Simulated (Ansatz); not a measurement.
`[SeH][SiH2][SeH]` + `NP(O)O` → `OP(O)[SeH]` + `N[SiH2][SeH]`  (redistribution)

Computed with Ansatz on PBE0-D4/def2-TZVP structures; ΔE is electronic, products minus reactants. CCSD(T)/CBS is the MP2 limit (def2-TZVPP, def2-QZVPP) plus CCSD(T) − MP2 in def2-TZVPP, frozen cores. Functionals use def2-TZVPP. B3LYP here is the variant with VWN-RPA as its local correlation; programs differ in this. For Se outer-core shells are correlated without core-valence functions, which leaves a few kJ/mol of doubt a bond. Scalar relativity is left out up to krypton. One conformer a species, not always the lowest.

CCSD(T)/CBS gives +4.1 kcal/mol.

Task: Another level gave +3.6 kcal/mol. Which?
A. RPA@PBE/def2-TZVPP
B. PBE-QIDH/def2-TZVPP
C. B3LYP-D4/def2-TZVPP
D. BLYP-D4/def2-TZVPP

Result: A. RPA@PBE/def2-TZVPP 3.6, B3LYP-D4 1.8, PBE-QIDH 4.7, BLYP-D4 0.1 kcal/mol.

Largest T1 diagnostic among the species: 0.013.

From PBE to PBE0 (25 % exact exchange), in def2-TZVPP and without D4, ΔE moves by +1.7 kcal/mol. In def2-TZVPP, CCSD(T) changes the Hartree–Fock value by −1.2 kcal/mol (the triples alone add −0.5 kcal/mol) and MP2 by −1.0 kcal/mol. Leaving LDA and LC-ωPBE aside and taking each functional with its dispersion term where it has one, the values spread over 4.5 kcal/mol, from BLYP-D4 to PBE-QIDH. LDA lies +0.9 kcal/mol from PBE without D4.
